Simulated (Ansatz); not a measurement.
**Molecular dynamics, step by step**

Si4NH13, closed shell, CAM-B3LYP-D4/6-31G (Ansatz 0.2.0). Settings (timestep in fs, temperature in K, friction in 1/fs; T counts 54 degrees of freedom, while the starting velocities carry no drift of the centre of mass, so T starts below the set value):

```yaml
hamiltonian: {xc: {name: CAM-B3LYP}, dispersion: d4}
md: {n_steps: 60, timestep: 0.25, temperature: 200, ensemble: nvt_langevin, seed: 426, friction: 0.01, initial_velocities: maxwell_boltzmann}
```

Start, the saddle point found with PBE0-D4 in triple zeta (not stationary at another level):

```
18
angstrom
Si -0.1436 1.2485 -0.0572
Si 0.4934 -1.9968 0.2385
Si -0.2672 0.4561 -2.2457
Si -1.6404 0.3625 1.4861
H -0.1139 2.7509 -0.0187
H 1.5255 -0.1027 0.5676
N 1.6004 0.9934 0.5828
H 1.7227 -2.8049 -0.0958
H -0.4992 -2.4873 -0.7767
H 0.0103 -2.6351 1.5131
H -0.5929 1.5942 -3.1562
H 1.0475 -0.0936 -2.6711
H -1.3342 -0.5643 -2.3491
H -0.9280 0.1092 2.7671
H -2.7144 1.3637 1.7641
H -2.2610 -0.8748 0.9584
H 2.3361 1.3345 -0.0308
H 1.7590 1.3467 1.5233
```

```json
{"step": "0", "time (fs)": "0.00", "potential energy less the start (meV)": "0.0", "kinetic energy (meV)": "439.5", "T (K)": "189"}
{"step": "4", "time (fs)": "1.00", "potential energy less the start (meV)": "-0.8", "kinetic energy (meV)": "452.8", "T (K)": "195"}
{"step": "8", "time (fs)": "2.00", "potential energy less the start (meV)": "40.8", "kinetic energy (meV)": "423.9", "T (K)": "182"}
{"step": "12", "time (fs)": "3.00", "potential energy less the start (meV)": "100.9", "kinetic energy (meV)": "383.0", "T (K)": "165"}
{"step": "16", "time (fs)": "4.00", "potential energy less the start (meV)": "155.1", "kinetic energy (meV)": "349.7", "T (K)": "150"}
{"step": "20", "time (fs)": "5.00", "potential energy less the start (meV)": "185.7", "kinetic energy (meV)": "292.9", "T (K)": "126"}
{"step": "24", "time (fs)": "6.00", "potential energy less the start (meV)": "189.1", "kinetic energy (meV)": "292.3", "T (K)": "126"}
{"step": "28", "time (fs)": "7.00", "potential energy less the start (meV)": "167.4", "kinetic energy (meV)": "321.0", "T (K)": "138"}
{"step": "32", "time (fs)": "8.00", "potential energy less the start (meV)": "138.1", "kinetic energy (meV)": "351.0", "T (K)": "151"}
{"step": "36", "time (fs)": "9.00", "potential energy less the start (meV)": "130.9", "kinetic energy (meV)": "379.9", "T (K)": "163"}
{"step": "40", "time (fs)": "10.00", "potential energy less the start (meV)": "163.5", "kinetic energy (meV)": "339.1", "T (K)": "146"}
{"step": "44", "time (fs)": "11.00", "potential energy less the start (meV)": "207.8", "kinetic energy (meV)": "267.3", "T (K)": "115"}
{"step": "48", "time (fs)": "12.00", "potential energy less the start (meV)": "228.7", "kinetic energy (meV)": "254.5", "T (K)": "109"}
{"step": "52", "time (fs)": "13.00", "potential energy less the start (meV)": "211.2", "kinetic energy (meV)": "277.3", "T (K)": "119"}
{"step": "56", "time (fs)": "14.00", "potential energy less the start (meV)": "170.7", "kinetic energy (meV)": "325.9", "T (K)": "140"}
{"step": "60", "time (fs)": "15.00", "potential energy less the start (meV)": "129.9", "kinetic energy (meV)": "371.0", "T (K)": "159"}
```

Step 52, positions (Å) and forces (eV/Å):

| atom | x | y | z | Fx | Fy | Fz |
| --- | --- | --- | --- | --- | --- | --- |
| Si1 | -0.172 | 1.256 | -0.044 | 0.066 | 0.466 | 0.100 |
| Si2 | 0.497 | -2.032 | 0.220 | -0.200 | 0.391 | -0.451 |
| Si3 | -0.251 | 0.484 | -2.217 | -0.030 | 0.741 | -0.158 |
| Si4 | -1.665 | 0.379 | 1.488 | 1.005 | 0.299 | 0.309 |
| H5 | -0.218 | 2.757 | 0.004 | 0.169 | 0.139 | 0.001 |
| H6 | 1.461 | -0.166 | 0.607 | 0.288 | -0.600 | -0.201 |
| N7 | 1.607 | 0.926 | 0.615 | -0.199 | 0.769 | -0.265 |
| H8 | 1.497 | -3.049 | -0.136 | 0.704 | -0.677 | -0.107 |
| H9 | -0.559 | -2.394 | -0.825 | 0.026 | 0.196 | -0.092 |
| H10 | -0.203 | -2.636 | 1.370 | -0.241 | -0.379 | 0.809 |
| H11 | -0.741 | 1.743 | -2.925 | 0.358 | -0.390 | -0.269 |
| H12 | 1.097 | -0.034 | -2.624 | -0.189 | 0.178 | -0.204 |
| H13 | -1.319 | -0.509 | -2.277 | -0.309 | -0.426 | -0.190 |
| H14 | -0.729 | 0.092 | 2.601 | -0.119 | -0.026 | 0.486 |
| H15 | -2.629 | 1.409 | 1.868 | -0.570 | 0.407 | 0.205 |
| H16 | -2.232 | -0.843 | 0.996 | -0.636 | -0.814 | -0.342 |
| H17 | 2.317 | 1.259 | -0.049 | -0.065 | -0.327 | 0.229 |
| H18 | 1.822 | 1.270 | 1.548 | -0.059 | 0.053 | 0.142 |

Last step (60):

```tsv
atom	x (Å)	y (Å)	z (Å)
Si1	-0.1798	1.2563	-0.0395
Si2	0.4952	-2.0409	0.2182
Si3	-0.2519	0.4892	-2.2125
Si4	-1.6659	0.3807	1.4918
H5	-0.2138	2.7491	0.0131
H6	1.4409	-0.1899	0.6113
N7	1.6099	0.9184	0.6154
H8	1.4759	-3.1075	-0.1162
H9	-0.5553	-2.3513	-0.8244
H10	-0.2298	-2.6448	1.3788
H11	-0.7273	1.7127	-2.9279
H12	1.0818	-0.0162	-2.6444
H13	-1.3283	-0.5067	-2.2859
H14	-0.7388	0.1053	2.6099
H15	-2.6312	1.4120	1.9136
H16	-2.2617	-0.8677	0.9858
H17	2.3108	1.2326	-0.0193
H18	1.8287	1.2623	1.5721
```

Hardware: 2 CPU threads of an AMD EPYC 7R13, shared host. Wall time 5 min; peak host memory 0.95 GiB.
